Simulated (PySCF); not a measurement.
Atom-mapped SMILES (the numbers label the heavy atoms): `[CH3:1][Si:2]([CH3:3])([CH3:4])[Si:5]([CH3:6])([CH3:7])[Cl:8]` (H(Xn): hydrogen on atom n).

Theory: shieldings: GIAO PBE0/pcSseg-1, PBE0-D3(BJ)/def2-SVP structure, in PySCF (gas phase, equivalent nuclei averaged, a single conformation, non-relativistic Hamiltonian).

Predict the 2D correlation tables (HSQC, COSY, HMBC).

Answers



HSQC (one-bond C–H):
| δH | δC |
| --- | --- |
| 0.38 (H(C6)/H(C7)) | 2.5 (C6/C7) |
| 0.13 (H(C1)/H(C3)/H(C4)) | -3.4 (C1/C3/C4) |

HMBC (two and three bonds, from the bond graph):
| δH | δC |
| --- | --- |
| 0.38 (H(C6)/H(C7)) | 2.5 (C6/C7) |
| 0.13 (H(C1)/H(C3)/H(C4)) | -3.4 (C1/C3/C4) |

No COSY cross peaks are expected.

Shifts are taken against calculated references (same method and geometry level): 1H, 13C against TMS.

Shifts are as computed. Against solution values, carbons near 30 ppm lie about +2 ppm off and those near 130 ppm about +5 ppm. Of 1211 compounds with measured shifts, 218 miss one by over three times the rms of a fit or turn the order of signals round; such compounds aren't used in these exercises.
